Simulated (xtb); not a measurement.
xtb input file for Sc(OH)3 (H3O3Sc), SMILES [OH][Sc]([OH])[OH], GFN2-xTB. 

```
$ xtb mol.xyz --gfn 2 --sp --chrg 0 --uhf 0 --json
$ cat mol.xyz
7

Sc    -0.00008362     0.00477063    -0.00196883
O     -1.32113116    -1.21121812    -0.01691022
H     -2.05628770    -1.82286037    -0.03437929
O     -0.15082399     1.51846430    -0.95769202
H     -0.16247478     2.33398244    -1.45733647
O      1.47525032    -0.31142797     0.97311415
H      2.19415731    -0.57785099     1.54496570
```

It prints:

```
[banner left out]
          |                Calculation Setup                |
           -------------------------------------------------



           -------------------------------------------------
          |                 G F N 2 - x T B                 |
           -------------------------------------------------

        Reference                      10.1021/acs.jctc.8b01176
      * Hamiltonian:
        H0-scaling (s, p, d)           1.850000    2.230000    2.230000
        zeta-weighting                 0.500000
      * Dispersion:
        s8                             2.700000
        a1                             0.520000
        a2                             5.000000
        s9                             5.000000
      * Repulsion:
        kExp                           1.500000    1.000000
        rExp                           1.000000
      * Coulomb:
        alpha                          2.000000
        third order                    shell-resolved
        anisotropic                    true
        a3                             3.000000
        a5                             4.000000
        cn-shift                       1.200000
        cn-exp                         4.000000
        max-rad                        5.000000


          ...................................................
          :                      SETUP                      :
          :.................................................:
          :  # basis functions                  25          :
          :  # atomic orbitals                  24          :
          :  # shells                           12          :
          :  # electrons                        24          :
          :  max. iterations                   250          :
          :  Hamiltonian                  GFN2-xTB          :
          :  restarted?                      false          :
          :  GBSA solvation                  false          :
          :  PC potential                    false          :
          :  electronic temp.          300.0000000     K    :
          :  accuracy                    1.0000000          :
          :  -> integral cutoff          0.2500000E+02      :
          :  -> integral neglect         0.1000000E-07      :
          :  -> SCF convergence          0.1000000E-05 Eh   :
          :  -> wf. convergence          0.1000000E-03 e    :
          :  Broyden damping             0.4000000          :
          :  net charge                          0          :
          :  unpaired electrons                  0          :
          ...................................................

 iter      E             dE          RMSdq      gap      omega  full diag
   1    -14.4370741 -0.144371E+02  0.101E+01    0.70       0.0  T
   2    -14.8321204 -0.395046E+00  0.692E+00    5.60       1.0  T
   3    -14.8950986 -0.629782E-01  0.483E+00    3.80       1.0  T
   4    -14.8381507  0.569478E-01  0.305E+00    1.75       1.0  T
   5    -14.9000503 -0.618995E-01  0.430E-01    3.37       1.0  T
   6    -14.9005270 -0.476690E-03  0.227E-01    3.29       1.0  T
   7    -14.9006005 -0.735061E-04  0.145E-01    3.26       1.0  T
   8    -14.9006479 -0.474222E-04  0.166E-02    3.22       2.3  T
   9    -14.9006488 -0.941353E-06  0.112E-02    3.22       3.4  T
  10    -14.9006492 -0.410318E-06  0.434E-03    3.21       8.7  T
  11    -14.9006493 -0.936892E-07  0.375E-04    3.21     100.7  T
  12    -14.9006493 -0.253548E-09  0.260E-04    3.21     145.2  T

   *** convergence criteria satisfied after 12 iterations ***

         #    Occupation            Energy/Eh            Energy/eV
      -------------------------------------------------------------
         1        2.0000           -0.6804476             -18.5159
       ...           ...                  ...                  ...
         6        2.0000           -0.5097046             -13.8698
         7        2.0000           -0.4538586             -12.3501
         8        2.0000           -0.4238950             -11.5348
         9        2.0000           -0.4232863             -11.5182
        10        2.0000           -0.4110587             -11.1855
        11        2.0000           -0.4109999             -11.1839
        12        2.0000           -0.4075705             -11.0906 (HOMO)
        13                         -0.2895897              -7.8801 (LUMO)
        14                         -0.2806865              -7.6379
        15                         -0.2806254              -7.6362
        16                         -0.2681622              -7.2971
        17                         -0.2673224              -7.2742
       ...                                ...                  ...
        24                          0.5123320              13.9413
      -------------------------------------------------------------
                  HL-Gap            0.1179808 Eh            3.2104 eV
             Fermi-level           -0.3485801 Eh           -9.4853 eV

 SCC (total)                   0 d,  0 h,  0 min,  0.006 sec
 SCC setup                      ...        0 min,  0.000 sec (  1.681%)
 Dispersion                     ...        0 min,  0.000 sec (  0.875%)
 classical contributions        ...        0 min,  0.000 sec (  0.363%)
 integral evaluation            ...        0 min,  0.001 sec ( 17.528%)
 iterations                     ...        0 min,  0.003 sec ( 48.975%)
 molecular gradient             ...        0 min,  0.002 sec ( 27.019%)
 printout                       ...        0 min,  0.000 sec (  3.189%)

         :::::::::::::::::::::::::::::::::::::::::::::::::::::
         ::                     SUMMARY                     ::
         :::::::::::::::::::::::::::::::::::::::::::::::::::::
         :: total energy             -14.810459516396 Eh    ::
         :: gradient norm              0.000697858958 Eh/a0 ::
         :: HOMO-LUMO gap              3.210419880323 eV    ::
         ::.................................................::
         :: SCC energy               -14.900647059386 Eh    ::
         :: -> isotropic ES            0.180554367975 Eh    ::
         :: -> anisotropic ES          0.001776868065 Eh    ::
         :: -> anisotropic XC         -0.003664565298 Eh    ::
         :: -> dispersion             -0.002687747142 Eh    ::
         :: repulsion energy           0.090187542990 Eh    ::
         :: add. restraining           0.000000000000 Eh    ::
         :: total charge              -0.000000000000 e     ::
         :::::::::::::::::::::::::::::::::::::::::::::::::::::

           -------------------------------------------------
          |                Property Printout                |
           -------------------------------------------------

    * Orbital Energies and Occupations

         #    Occupation            Energy/Eh            Energy/eV
      -------------------------------------------------------------
         1        2.0000           -0.6804476             -18.5159
         2        2.0000           -0.6738140             -18.3354
         3        2.0000           -0.6734413             -18.3253
         4        2.0000           -0.5516962             -15.0124
         5        2.0000           -0.5107452             -13.8981
         6        2.0000           -0.5097046             -13.8698
         7        2.0000           -0.4538586             -12.3501
         8        2.0000           -0.4238950             -11.5348
         9        2.0000           -0.4232863             -11.5182
        10        2.0000           -0.4110587             -11.1855
        11        2.0000           -0.4109999             -11.1839
        12        2.0000           -0.4075705             -11.0906 (HOMO)
Note: The following floating-point exceptions are signalling: IEEE_UNDERFLOW_FLAG IEEE_DENORMAL
normal termination of xtb
        13                         -0.2895897              -7.8801 (LUMO)
        14                         -0.2806865              -7.6379
        15                         -0.2806254              -7.6362
        16                         -0.2681622              -7.2971
        17                         -0.2673224              -7.2742
        18                         -0.1105866              -3.0092
        19                         -0.0227980              -0.6204
        20                          0.0982854               2.6745
        21                          0.0994595               2.7064
        22                          0.3147278               8.5642
        23                          0.5023685              13.6701
        24                          0.5123320              13.9413
      -------------------------------------------------------------
                  HL-Gap            0.1179808 Eh            3.2104 eV
             Fermi-level           -0.3485801 Eh           -9.4853 eV

     #   Z          covCN         q      C6AA      α(0)
     1  21 Sc       2.127     0.999   203.370    31.519
     2   8 O        1.511    -0.648    26.476     6.939
     3   1 H        0.809     0.315     0.677     1.292
     4   8 O        1.511    -0.647    26.450     6.936
     5   1 H        0.809     0.315     0.677     1.292
     6   8 O        1.511    -0.648    26.459     6.937
     7   1 H        0.809     0.315     0.677     1.292

 Mol. C6AA /au·bohr⁶  :        981.854187
 Mol. C8AA /au·bohr⁸  :      55541.863547
 Mol. α(0) /au        :         56.207739


Wiberg/Mayer (AO) data.
largest (>0.10) Wiberg bond orders for each atom

 ---------------------------------------------------------------------------
     #   Z sym  total        # sym  WBO       # sym  WBO       # sym  WBO
 ---------------------------------------------------------------------------
     1  21 Sc   3.102 --     4 O    1.016     6 O    1.015     2 O    1.014
     2   8 O    1.999 --     1 Sc   1.014     3 H    0.876
     3   1 H    0.901 --     2 O    0.876
     4   8 O    2.000 --     1 Sc   1.016     5 H    0.876
     5   1 H    0.901 --     4 O    0.876
     6   8 O    1.999 --     1 Sc   1.015     7 H    0.876
     7   1 H    0.901 --     6 O    0.876
 ---------------------------------------------------------------------------

Topologies differ in total number of bonds
Writing topology from bond orders to xtbtopo.mol

molecular dipole:
                 x           y           z       tot (Debye)
 q only:       -0.017      -0.024       0.030
   full:       -0.022      -0.025       0.031       0.116
molecular quadrupole (traceless):
                xx          xy          yy          xz          yz          zz
 q only:        0.050       0.377       0.368       0.680      -1.114      -0.418
  q+dip:        0.265       0.743       0.656       1.321      -1.916      -0.921
   full:       -0.197       0.189       0.270       0.334      -0.887      -0.073


           -------------------------------------------------
          | TOTAL ENERGY              -14.810459516396 Eh   |
          | GRADIENT NORM               0.000697858958 Eh/α |
          | HOMO-LUMO GAP               3.210419880323 eV   |
           -------------------------------------------------

------------------------------------------------------------------------
------------------------------------------------------------------------
 total:
 SCF:
```

The run converged.
